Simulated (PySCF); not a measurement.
Spectrum to structure. Method: TDDFT wB97X-D/def2-SVPD, vertical, gas phase, core orbitals frozen in the response (PySCF). Geometries: PBE0-D3(BJ)/def2-SVP, one conformer each. Relativistic effects are left out although some hold elements past zinc.

| state | E (eV) | λ (nm) | f |
| --- | --- | --- | --- |
| S1 | 7.52 | 165.0 | 0.317 |
| S2 | 7.64 | 162.2 | 0.086 |
| S3 | 7.88 | 157.4 | 0.071 |
| S4 | 7.94 | 156.2 | 0.0081 |
| S5 | 8.04 | 154.2 | 0.0040 |
| S6 | 8.31 | 149.2 | 0.0031 |
| S7 | 8.53 | 145.3 | 0.019 |
| S8 | 8.72 | 142.3 | 0.012 |
| S9 | 8.80 | 140.9 | 0.0020 |
| S10 | 8.93 | 138.9 | 0.015 |

Triplets computed (Tamm–Dancoff): 4.52, 6.38, 7.00, 7.03 eV.

Question: Which structure fits?
A. `C=CCC#N`
B. `C=[C](C)[GaH][NH]C`
C. `C=C(C)C#N`

Answer: A. Its S1, at 7.52 eV, is the highest among the candidates; the nearest of the others has S1 at 6.36 eV. S1 is HOMO→LUMO (76%). Löwdin shares by element: HOMO carbon 83% or more (atoms not listed hold the other 17%); LUMO carbon 71% or more, hydrogen 6% or more (atoms not listed hold the other 23%). At the same level the other candidates give, for their lowest levels:
- `C=[C](C)[GaH][NH]C`: 5.49 eV (f 0.212); 5.65 eV (f 0.001); 5.94 eV (f 0.021); 6.33 eV (f 0.082); 6.87 eV (f 0.011); T1 4.13 eV; HOMO -8.48, LUMO 0.88 eV
- `C=C(C)C#N`: 6.36 eV (f 0.323); 6.59 eV (f 0.000); 7.18 eV (f 0.001); 7.74 eV (f 0.002); 7.82 eV (f 0.012); T1 3.79 eV; HOMO -9.92, LUMO 0.32 eV

Conformer computed: `[CH2:1]=[CH:2][CH2:3][C:4]#[N:5]`: C1–C2–C3–C4 -121°.
